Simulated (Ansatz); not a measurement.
Cost and result up the ladder for trans-NiH2(NH3)2 (NiN₂H₈) (11 atoms). The state is a singlet with charge 0. Geometry: B3LYP-D4/def2-SVP.

| atom | x (Å) | y (Å) | z (Å) |
| --- | --- | --- | --- |
| Ni1 | 0.0006 | 0.0024 | 0.0017 |
| H2 | 1.1837 | -0.7499 | 0.6926 |
| N3 | -1.1635 | -0.6718 | 1.3729 |
| H4 | -2.1283 | -0.3497 | 1.2972 |
| H5 | -0.8051 | -0.4086 | 2.2935 |
| H6 | -1.1630 | -1.6941 | 1.3494 |
| H7 | -1.1840 | 0.7489 | -0.6929 |
| N8 | 1.1643 | 0.6749 | -1.3707 |
| H9 | 1.1098 | 1.6953 | -1.4013 |
| H10 | 0.8436 | 0.3460 | -2.2843 |
| H11 | 2.1418 | 0.4065 | -1.2579 |

Ansatz on 2 threads of Intel Xeon 6975P-C on a shared host. Times are rough, and most runs start from the orbitals of an earlier one. ωB97M-V/def2-TZVP serves as the yardstick here, not as an exact answer. Differences are given only for rows in sets of like size (and for xTB, whose basis is part of the method), since another set adds its own error. Binding counts from free atoms at the same level (Ni triplet, H doublet, N quartet; other spins of the atoms weren't run), without zero-point energy or a counterpoise term.

B3LYP takes the VWN-RPA correlation. HSE06 is defined as in plane-wave codes, on full-range PBE exchange.

Run but left out: HF/STO-3G, BHLYP-D4/def2-TZVP, B2PLYP/def2-TZVP (restricted singlet, unstable in another Hartree–Fock run and untested here); HF/def2-TZVP, PBE-QIDH/def2-TZVP, CCSD(T)/def2-TZVP (restricted singlet, unstable towards broken spin symmetry).

| level | functions | wall time | binding energy per atom (eV) | difference from ωB97M-V/def2-TZVP (eV) |
| --- | --- | --- | --- | --- |
| LDA (SPW92)/def2-TZVP | 155 | 0.85 s | 3.52 | 0.52 |
| PBE-D4/def2-SVP | 99 | 0.95 s | 3.09 | – |
| revPBE-D4/def2-TZVP | 155 | 1.4 s | 2.99 | -0.01 |
| B3LYP-D4/def2-TZVP | 155 | 1.8 s | 3.00 | 0.00 |
| BLYP-D4/def2-TZVP | 155 | 2 s | 3.05 | 0.06 |
| PBE0-D4/def2-TZVP | 155 | 2.1 s | 2.94 | -0.06 |
| r2SCAN-D4/def2-TZVP (with forces) | 155 | 2.7 s | 3.00 | 0.01 |
| r2SCANh-D4/def2-TZVP | 155 | 2.9 s | 2.96 | -0.03 |
| HSE06-D4/def2-TZVP (with forces) | 155 | 2.9 s | 2.94 | -0.06 |
| PBE0-D4/def2-TZVPD | 194 | 3 s | 2.94 | -0.05 |
| r2SCAN0-D4/def2-TZVP | 155 | 3.1 s | 2.90 | -0.10 |
| B97M-V/def2-TZVP | 155 | 4.6 s | 3.00 | 0.01 |
| ωB97M-V/def2-TZVP | 155 | 5.5 s | 2.99 | 0.00 |
| ωB97X-V/def2-TZVP | 155 | 6 s | 2.99 | 0.00 |
